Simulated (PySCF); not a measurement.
Compound: ethaneselenal, C2H4Se.
Atom-mapped SMILES: `[CH3:1][CH:2]=[Se:3]` (hydrogens: H4, H5, H6 on C1; H7 on C2)

Method: PBE0-D3(BJ)/def2-SVP geometry optimisation, gas phase (PySCF 2.14.0).

Question: Give the optimised bond lengths and angles.

Answer: 
| bond | length (bohr) | order |
| --- | --- | --- |
| C1–C2 | 2.802 | single |
| C2=Se3 | 3.313 | double |
| C1–H4, C1–H5, C1–H6 | 2.083 | single |
| C2–H7 | 2.081 | single |

Bonds in one row agree within 0.02 bohr and their mean is given. Orders are formal, as drawn. A selection of angles:
| angle | degrees |
| --- | --- |
| C2–C1–H4 | 110.0 |
| C2–C1–H5 | 112.1 |
| H4–C1–H5 | 109.6 |
| H4–C1–H6 | 105.8 |
| C1–C2–Se3 | 126.5 |
| C1–C2–H7 | 115.2 |
| Se3–C2–H7 | 118.3 |

Point group: Cs (every atom within 0.08 Å of its image). PBE0-D3(BJ)/def2-SVP frequencies: not computed here.
